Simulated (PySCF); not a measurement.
Gas-phase reaction: 3 H₂S₂ → S₆ + 3 H₂

Method: PySCF energies plus ideal-gas RRHO corrections (1 bar). † marks an energy on the PBE0/def2-TZVP geometry and frequencies; other levels use their own. MP2 and CCSD(T) freeze the core. 6-31G* has spherical d functions here. All species are closed-shell singlets. No R ln 2 is added for the mirror-image form of H₂S₂. MP2 isn't extrapolated to the basis-set limit; its ΔH°(298 K) is 130.4 kJ in def2-SVP and 49.7 kJ in def2-TZVPP. CCSD(T) isn't extrapolated to the basis-set limit. The harmonic model lacks anharmonicity and excited electronic states, which grow with temperature; levels with a mode under 35 cm⁻¹ are left out. Internal rotation in H₂S₂ is treated as a harmonic vibration of one conformer, which makes the entropy rough.

```tsv
level	ΔE electronic, kJ	ΔH°(298 K), kJ	ΔS°(298 K), J/K	ΔG°(1000 K), kJ
BLYP/def2-TZVP†	75	47	-10	36
CCSD(T)/def2-SVP†	178	150	-10	139
HF/6-31G*	250	215	-16	209
HF/def2-TZVP†	220	192	-10	181
M06-2X/def2-TZVP†	81	53	-10	42
MP2/def2-SVP†	158	130	-10	119
PBE0/def2-QZVP†	100	72	-10	61
LDA/def2-TZVP†	44	16	-10	5
```
ΔH° is lowest at LDA/def2-TZVP† and highest at HF/6-31G*. No reference value is set beside these.
